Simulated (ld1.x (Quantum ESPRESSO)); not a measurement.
**tellurium (Te): excitation energies, all-electron against TM**

* Element: Te (Z = 52)
* Generator: ld1.x (Quantum ESPRESSO) 7.5
* Type: norm-conserving Troullier–Martins (Kleinman–Bylander form)
* Functional: PBEsol
* Relativity: scalar-relativistic
* Frozen core: [Kr]
* Valence charge: 16
* Reference configuration: 4d10 5s1 5p5
* Partial waves: 5s (bound): rc 1.55 bohr; 5p (bound): rc 1.65 bohr; 4d (bound): rc 0.85 bohr
* Local potential: the d channel
* Core correction: none

Energies are relative to the spin-unpolarised reference configuration 4d10 5s1 5p5; without spin polarisation the order of configurations can differ from experiment.

```json
{"valence configuration": "4d10 5s2 5p3", "charge": "+1", "ΔE all-electron (eV)": "0.468", "error AE − PS (meV)": "-2.1"}
{"valence configuration": "4d10 5s2 5p2", "charge": "+2", "ΔE all-electron (eV)": "18.436", "error AE − PS (meV)": "-6.4"}
{"valence configuration": "4d10 5s0 5p6", "charge": "0", "ΔE all-electron (eV)": "9.481", "error AE − PS (meV)": "0.0"}
{"valence configuration": "4d10 5s2 5p3.5", "charge": "+0.5", "ΔE all-electron (eV)": "-5.378", "error AE − PS (meV)": "0.0"}
{"valence configuration": "4d10 5s1 5p4", "charge": "+1", "ΔE all-electron (eV)": "10.340", "error AE − PS (meV)": "-1.7"}
{"valence configuration": "4d10 5s2 5p0", "charge": "+4", "ΔE all-electron (eV)": "81.916", "error AE − PS (meV)": "+7.8"}
```

(1) What are ΔE and the potential's error for 4d10 5s2 5p4?

Levels in the configuration 4d10 5s2 5p3:

```json
{"level": "4d", "all-electron (eV)": "-50.625", "pseudo (eV)": "-50.602"}
{"level": "5s", "all-electron (eV)": "-23.507", "pseudo (eV)": "-23.508"}
{"level": "5p", "all-electron (eV)": "-13.717", "pseudo (eV)": "-13.718"}
```

Note: ghost states, extra bound levels that the all-electron valence spectrum of the same l lacks: s at -257.0 eV, p at -77.2 eV. A true bound ghost makes a file unfit for plane-wave use.

Answers

(1) ΔE = -9.285 eV all-electron; the error (AE − PS) is +1.8 meV.

ld1.x printed “convergence not achieved” for 6 of the counted tests; their residual had stalled under 1e-8, short of the target of 1e-14.
